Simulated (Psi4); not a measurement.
Here is a job for Psi4.
```
memory 2 GB

molecule mol {
-1 1
C     0.000000    0.198748   -0.787253
Si    0.000000    0.198748    1.092916
H     0.000000   -0.821014   -1.179150
H    -1.324710    0.963569   -1.375099
H     0.883140    0.708629   -1.179150
H    -1.204844   -0.496869    1.615895
H     1.204844   -0.496869    1.615895
}

set {
  basis 6-31g**
  reference uhf
  stability_analysis follow
  scf_type pk
}

energy('scf')
print_variables()
```

What nuclear repulsion energy does HF/6-31G** in Psi4 1.11 give?

54.0902 Eh

Predict the number of basis functions from HF/6-31G**.

59

What is the computed total energy (HF/6-31G**)?

-329.5468 Eh

A gas-phase anion may not be bound at this level; its values then depend on the basis.
